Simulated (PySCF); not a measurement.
## How good is the calculation?

Atoms are numbered as in `[O:1]=[C:2]([OH:3])[c:4]1[cH:5][cH:6][cH:7][cH:8][n:9]1`. Each H is labelled by its parent atom.

Computed data (PySCF 2.14): shieldings: GIAO PBE0/pcSseg-1, structure optimised with PBE0-D3(BJ)/def2-SVP. Non-relativistic, no solvent, a single conformation.

Reference values: estimated from measurements, as parent shift plus tabulated substituent increment (solution, not stated per compound (mostly CDCl3 or CCl4); Pretsch, Buehlmann, Badertscher, Structure Determination of Organic Compounds, 4th ed. (2009)).
```json
{"atoms": "C8", "quantity": "δ 13C", "reference": "148.1", "computed": "154.9", "computed, scaled": "149.1"}
{"atoms": "C4", "quantity": "δ 13C", "reference": "146.1", "computed": "151.5", "computed, scaled": "145.8"}
{"atoms": "C6", "quantity": "δ 13C", "reference": "138.4", "computed": "141.7", "computed, scaled": "136.3"}
{"atoms": "C7", "quantity": "δ 13C", "reference": "127.9", "computed": "132.0", "computed, scaled": "127.0"}
{"atoms": "C5", "quantity": "δ 13C", "reference": "123.7", "computed": "132.4", "computed, scaled": "127.3"}
{"atoms": "H(C8)", "quantity": "δ 1H", "reference": "8.76", "computed": "8.88", "computed, scaled": "8.64"}
{"atoms": "H(C5)", "quantity": "δ 1H", "reference": "8.12", "computed": "8.47", "computed, scaled": "8.25"}
{"atoms": "H(C6)", "quantity": "δ 1H", "reference": "8.03", "computed": "7.91", "computed, scaled": "7.71"}
{"atoms": "H(C7)", "quantity": "δ 1H", "reference": "7.69", "computed": "7.37", "computed, scaled": "7.21"}
```

Computed shifts are σ(ref) − σ with the named reference compound (TMS for H and C) calculated as an isolated molecule at the same level. The measured values may be among those fitted. Shieldings were converted by linear fits to measured shifts (mostly CDCl3, TMS scale, for H and C): 13C (scatter 1.9 ppm rms, 2.3 ppm with the 23 outliers that the fit left out); 1H (scatter 0.21 ppm rms, 0.22 ppm with the 3 outliers that the fit left out). Occasional misses reach two or three times the rms, and more in compound classes unlike the fitted ones. Hydrogens on heteroatoms aren't scaled, only referred to computed TMS.

Problem. How far are the unscaled 13C shifts from the references?

Solution. Mean signed difference +5.66 ppm, mean absolute 5.66 ppm over 5 comparisons; the largest is +8.7 ppm at C5 (aromatic CH).

Problem. How far are the unscaled 1H shifts from the references?

Solution. Mean signed difference +0.01 ppm, mean absolute 0.23 ppm over 4 comparisons; the largest is +0.35 ppm at H(C5) (hydrogen on an aromatic CH).
